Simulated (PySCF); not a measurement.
Isomers of C7H5NSi, one GFN2-xTB conformer each. Single-point energies are computed at PBE0/pcSseg-1 (PySCF, gas phase, no added dispersion term), electronic only.

Task: Rank them by PBE0/pcSseg-1 energy, lowest first (kcal/mol).
A. `[C@@H]1(C#N)C2(C=C2)[Si@@H]1C#C`
B. `C#CC1=CC(C#N)=C[SiH2]1`
C. `C#C[Si@@H]1[C@@H](C#N)C12C=C2`

Result: B (0.0), C (58.4), A (58.5).

As drawn, the highest has a three-membered ring, which the lowest lacks. Neighbours under 2.5 kcal/mol apart (C#C[Si@@H]1[C@@H](C#N)C12C=C2 and C#C[Si@@H]1[C@H](C#N)C12C=C2) can change places with a better method, another conformer or zero-point energy. C#C[Si@@H]1[C@@H](C#N)C12C=C2 and C#C[Si@@H]1[C@H](C#N)C12C=C2 are stereoisomers, 0.1 kcal/mol apart in the conformers taken. GFN2-xTB itself gives, in the same order: 0.0, 66.7, 67.2. Both levels put the same isomer lowest; measured from each level's own lowest isomer, the values differ by up to 8.7 kcal/mol (C#C[Si@@H]1[C@H](C#N)C12C=C2: 67.2 against 58.5).

Task: Which frontier levels, dipoles and rotational constants go with these structures?

Result: 
```json
{"SMILES": "C#CC1=CC(C#N)=C[SiH2]1", "HOMO (eV, PBE0/pcSseg-1)": "-7.03", "LUMO (eV)": "-2.85", "dipole (D)": "4.13", "A, B, C (MHz)": "2750, 900.8, 684.1"}
{"SMILES": "C#C[Si@@H]1[C@@H](C#N)C12C=C2", "HOMO (eV, PBE0/pcSseg-1)": "-6.89", "LUMO (eV)": "-1.07", "dipole (D)": "5.22", "A, B, C (MHz)": "2142, 1030, 778.2"}
{"SMILES": "C#C[Si@@H]1[C@H](C#N)C12C=C2", "HOMO (eV, PBE0/pcSseg-1)": "-6.86", "LUMO (eV)": "-1.02", "dipole (D)": "4.61", "A, B, C (MHz)": "1769, 1221, 918.6"}
```
